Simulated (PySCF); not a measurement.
## Unknowns

No relativistic terms, no solvent model, fast rotation and ring inversion assumed for equivalent nuclei, a single conformation. GIAO PBE0/pcSseg-1 shieldings; geometry from GFN2-xTB; PySCF.

Scale: $^{1}$H (31.72 ppm) and $^{13}$C (186.93 ppm) against TMS (reference shieldings calculated alike). Splittings of carbon signals by F and P are missing where no couplings were computed. Where no couplings were computed, multiplicities follow the n + 1 count of equivalent neighbours, and m marks all less simple cases (inequivalent or close neighbours, rings, F or P nearby). Shifts are as computed. Against solution values, carbons near 30 ppm lie about +3 ppm off and those near 130 ppm about +5 ppm (rms about the fit 2.1 ppm; single classes can miss by 10 ppm). Of 1328 compounds with measured shifts, 309 miss one by over three times the rms of a fit or turn the order of signals round; such compounds aren't used in these exercises. Signals without a measured value on file couldn't be tested in this way; 1H shifts scatter by 0.2 ppm about their fit, and single ones miss by 0.5 ppm.

(1) C7H7N. $^{1}$H NMR (600 MHz, computed): δ 7.01 (m, 1H), 6.78 (m, 2H), 6.47 (m, 2H), 5.89 (m, 2H). $^{13}$C{$^{1}$H} NMR (computed): δ 218.0 (C), 122.3 (CH), 116.7 (CH), 105.7 (CH), 93.2 (CH2). Give a structure.

(2) C7H7N. $^{1}$H NMR (600 MHz, computed): δ 6.64 (m, 1H), 5.35 (d, 1H), 5.19 (m, 1H), 5.05 (m, 2H), 3.28 (m, 2H). $^{13}$C{$^{1}$H} NMR (computed): δ 222.5, 163.8, 120.6, 105.0, 91.9, 79.4, 38.5. What is it?

(3) C5H3F5. $^{1}$H NMR (400 MHz, computed): δ 7.08 (m, 1H), 6.95 (m, 1H), 6.24 (m, 1H). $^{13}$C{$^{1}$H} NMR (computed): δ 163.0 (CH), 155.8 (C), 129.7 (C), 114.9 (CH), 108.7 (CH). Identify the compound.

## Answers

(1) `InChI=1S/C7H7N/c1-2-5-8-6-3-4-7-8/h3-7H,1H2`. Rings plus π bonds: 5 (1 ring in the answer). 5 carbon signals for 7 carbons: some carbons are equivalent by symmetry or fast rotation. Carbon types of the structure: 1 × C, 5 × CH, 1 × CH2, which accounts for all hydrogens. δC 218.0: central carbon of an allene; the central sp carbon of an allene is among the most deshielded carbons of hydrocarbons. δC 122.3: aromatic CH next to a ring nitrogen. δC 116.7: aromatic CH. δC 105.7, 93.2: terminal carbon of a cumulated C=C=C unit.

This is the structure that produced the data.

(2) SMILES C=C=CC/C=C\C#N. The formula gives 5 degrees of unsaturation (no ring in the answer). 7 carbon signals for 7 carbons: no two carbons are equivalent. Carbon types of the structure: 2 × C, 3 × CH, 2 × CH2, which accounts for all hydrogens. δC 222.5: central carbon of an allene; the central sp carbon of an allene is among the most deshielded carbons of hydrocarbons. δC 163.8, 105.0: alkene CH; as expected for a trigonal carbon in a double bond. δC 120.6: nitrile carbon; this is the usual window of a C≡N carbon, which has no attached hydrogen. δC 91.9, 79.4: terminal carbon of a cumulated C=C=C unit.

The data come from this structure; uniqueness wasn't tested.

(3) SMILES F/C=C\C=C(\F)C(F)(F)F. Rings plus π bonds: 2 (no ring in the answer). 5 carbon signals for 5 carbons: no two carbons are equivalent. Carbon types of the structure: 2 × C, 3 × CH, which accounts for all hydrogens. δC 163.0, 114.9, 108.7: alkene CH; the olefinic region. δC 155.8: fully substituted alkene carbon; the olefinic region. δC 129.7: CF3 carbon; 3 electronegative neighbours deshield it. δH 7.08, 6.95, 6.24: hydrogen on an alkene CH; attached to an sp2 carbon and in the plane of the double bond.

The data come from this structure; uniqueness wasn't tested.
